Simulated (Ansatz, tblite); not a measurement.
Removing and adding an electron: VO(OH)3 (VO4H3). The state is a singlet with charge 0. Geometry: PBE0-D4/def2-SVP. Ansatz, gas phase; energy differences of separate SCF runs; the oxidised species was run as a doublet alone; the reduced species was run as a doublet alone.

```xyz
8

V    -0.005   -0.005   -0.001
O    -1.075   -1.077   -0.310
O    -0.464    0.860    1.450
H    -1.272    0.648    1.932
O     0.096    1.107   -1.350
H    -0.459    1.007   -2.132
O     1.541   -0.792    0.238
H     1.637   -1.749    0.173
```

The xTB rows come from tblite. HOMO above LUMO, or a gap near zero within one spin, warns that the state may not be the lowest or that an electron is smeared out.

Problem. Estimate orbital energies and vertical ionisation energies and electron affinities at: GFN1-xTB; GFN2-xTB; PBE-D4/def2-TZVP; PBE-D4/def2-TZVPD; r2SCAN-D4/def2-TZVP; r2SCAN-D4/def2-TZVPD; PBE0-D4/def2-TZVP; PBE0-D4/def2-TZVPD.

Solution. 
```csv
level,−HOMO (eV),vertical IE (eV),−LUMO (eV),vertical EA (eV),HOMO–LUMO gap (eV),IE − EA (eV),remarks
GFN1-xTB,14.67,18.26,10.63,6.86,4.04,11.40,–
GFN2-xTB,12.80,16.24,8.94,5.35,3.86,10.89,–
PBE-D4/def2-TZVP,7.47,10.76,3.02,–,4.45,–,–
PBE-D4/def2-TZVPD,7.55,–,3.10,-0.05,4.46,–,"HOMO above zero (-1 doublet), gap within one spin near zero (-1 doublet)"
r2SCAN-D4/def2-TZVP,7.87,10.95,3.03,–,4.84,–,–
r2SCAN-D4/def2-TZVPD,7.92,–,3.07,-0.03,4.85,–,HOMO above zero (-1 doublet)
PBE0-D4/def2-TZVP,9.14,11.23,2.15,–,6.99,–,–
PBE0-D4/def2-TZVPD,9.20,–,2.20,0.44,7.00,–,HOMO above zero (-1 doublet)
```

   A HOMO above zero means that the electron is unbound at that level or that self-interaction error raises the level; the energy of removing that electron tells which. Raw xTB energy differences between charge states are shifted by several eV; the methods need an empirical correction for them. A negative affinity means that the extra electron isn't bound; its size then hangs on the basis.
